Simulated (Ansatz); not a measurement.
`C[SiH]` + `[SiH3]N[SiH3]` → `[SiH]N([SiH3])[SiH3]` + CH₄ at 600 K and 1 bar (ligand exchange at the Si–C bond).

Computed with Ansatz on PBE0-D4/def2-TZVP structures; ΔE is electronic, products minus reactants. CBS: def2 TZ/QZ extrapolation, frozen cores.

```csv
species,CCSD(T)/CBS energy (Eh),H − E (kJ/mol),S (J/(mol·K))
`C[SiH]`,-329.46178,143.5,309.3
`[SiH3]N[SiH3]`,-637.09813,230.1,420.5
`[SiH]N([SiH3])[SiH3]`,-926.15025,235.9,451.5
CH₄,-40.45885,140.4,215.7
```

H − E and S are ideal-gas, rigid-rotor, harmonic terms from PBE0-D4/def2-TZVP. 1 Eh = 2625.50 kJ/mol, R = 8.31446 J/(mol·K).

By hand: ΔE, ΔH, ΔS and ΔG.

ΔE = (-926.15025) + (-40.45885) − (-329.46178) − (-637.09813) = -0.04919 Eh = -129.1 kJ/mol. Δ(H − E) = 235.9 + 140.4 − 143.5 − 230.1 = 2.7, so ΔH = -126.4 kJ/mol. ΔS = 451.5 + 215.7 − 309.3 − 420.5 = -62.6 J/(mol·K). ΔG = -126.4 − 600 × (-62.6)/1000 = -88.8 kJ/mol.

By hand: the equilibrium constant, and the temperature at which ΔG would vanish if ΔH and ΔS stayed fixed.

log₁₀ K = −ΔG/(RT ln 10) = 7.7. ΔG = 0 at ΔH/ΔS = 2019 K.

ΔH outweighs TΔS. A doubt of 5 kJ/mol in ΔE shifts log₁₀ K by 0.4 here. Modes under 60 cm⁻¹, often nearly free rotors, make the harmonic entropy too high. These are equilibria of isolated gas molecules and say nothing of rates. Largest T1 diagnostic: 0.014 (customary marks: 0.02 for closed shells, 0.045 for open ones).
